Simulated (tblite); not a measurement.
Species: C10H16.
Atom-mapped SMILES: `[CH:1]#[C:2][CH2:3][C@H:4]([CH3:5])[CH2:6]/[C:7]([CH3:8])=[CH:9]\[CH3:10]` (hydrogens: H11 on C1; H12, H13 on C3; H14 on C4; H15, H16, H17 on C5; H18, H19 on C6; H20, H21, H22 on C8; H23 on C9; H24, H25, H26 on C10)

The geometry is computed with GFN2-xTB (gas phase).

**Question.** Give the optimised bond lengths and angles.

**Answer.** 
```tsv
bond	length (Å)
C1≡C2	1.197
C2–C3	1.449
C3–C4	1.538
C4–C5	1.525
C4–C6	1.538
C6–C7	1.504
C7–C8	1.502
C7=C9	1.328
C9–C10	1.494
C1–H11	1.049
C3–H12	1.094
C3–H13	1.094
C4–H14	1.096
C5–H15, C5–H16, C5–H17	1.088
C6–H18	1.094
C6–H19	1.090
C8–H20, C8–H21, C8–H22	1.089
C9–H23	1.084
C10–H24, C10–H25, C10–H26	1.088
```

Bonds in one row agree within 0.01 Å and their mean is given. A selection of angles:
```tsv
angle	degrees
C2–C1–H11	179.5
C1–C2–C3	179.6
C2–C3–C4	112.4
C2–C3–H12	108.5
C2–C3–H13	108.6
C4–C3–H12	109.7
C4–C3–H13	109.4
H12–C3–H13	108.0
C3–C4–C5	110.4
C3–C4–C6	109.9
C3–C4–H14	107.5
C5–C4–C6	111.7
C5–C4–H14	108.6
C6–C4–H14	108.8
C4–C5–H15	110.4
H15–C5–H16	108.6
H16–C5–H17	108.4
C4–C6–C7	113.1
C4–C6–H18	108.3
C4–C6–H19	108.4
C7–C6–H18	108.4
C7–C6–H19	110.9
H18–C6–H19	107.6
C6–C7–C8	114.4
C6–C7–C9	124.8
C8–C7–C9	120.9
C7–C8–H20	110.6
C7–C8–H21	110.2
H20–C8–H21	107.6
H21–C8–H22	108.5
C7–C9–C10	128.1
C7–C9–H23	118.3
C10–C9–H23	113.6
C9–C10–H24	112.5
C9–C10–H25	109.8
H24–C10–H25	108.4
H24–C10–H26	108.8
```

Dihedral angles: C2–C3–C4–C5 63° (synclinal); C3–C4–C6–C7 -176° (antiperiplanar); C4–C6–C7–C8 79° (synclinal); C6–C7–C9–C10 0° (synperiplanar).

Of the pairs four or more bonds apart, H19···H24 is among the closest relative to their van der Waals radii: 2.04 Å, 85 % of the sum of Bondi's values. The C–C distances run from 1.197 Å (C1≡C2, drawn triple) to 1.538 Å (C3–C4, drawn single), a spread of 0.341 Å.

Point group: C1 (no symmetry element, even within 0.4 Å). Its GFN2-xTB frequencies are all real (lowest 30 cm⁻¹). One conformer, not necessarily the lowest. 3 starts were optimised and ended at 0.00, 0.01 and 0.25 kcal/mol (GFN2-xTB); the lowest of these is shown.
